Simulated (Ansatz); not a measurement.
Mulliken charges of C2H6InS, SMILES `C[CH2][In][SH]` radical from B3LYP/def2-TZVPP in Ansatz (PBE0-D4/def2-TZVP geometry).

```csv
atom,x (Å),y (Å),z (Å),charge (e)
C1,-0.396,0.807,0.524,-0.270
C2,-0.578,-0.683,0.720,-0.348
In3,0.580,-1.862,-0.782,0.466
S4,1.852,-0.505,-2.372,-0.428
H5,-0.970,1.375,1.267,0.092
H6,-0.736,1.137,-0.461,0.088
H7,0.649,1.112,0.629,0.089
H8,-1.615,-1.004,0.603,0.104
H9,-0.226,-1.029,1.694,0.104
H10,1.441,0.651,-1.821,0.104
```

**Question.** By hand: the dipole of these point charges (1 e Å = 4.8032 D).

**Answer.** Σ q r = (-0.352, -0.450, 0.440) e Å, of length 0.721 e Å = 3.46 D.

**Question.** How does the dipole of the full density compare? (Estimate.)

**Answer.** Ansatz gave: (-0.363, -0.041, 0.461) e Å, 2.83 D; the point charges give 1.22 times that, at 35° from its direction.

Point charges leave out the atoms' own dipoles, such as those of lone pairs, and Mulliken's split depends on the basis, so the two needn't agree.

B3LYP here is the variant with VWN-RPA as its local correlation; programs differ in this.
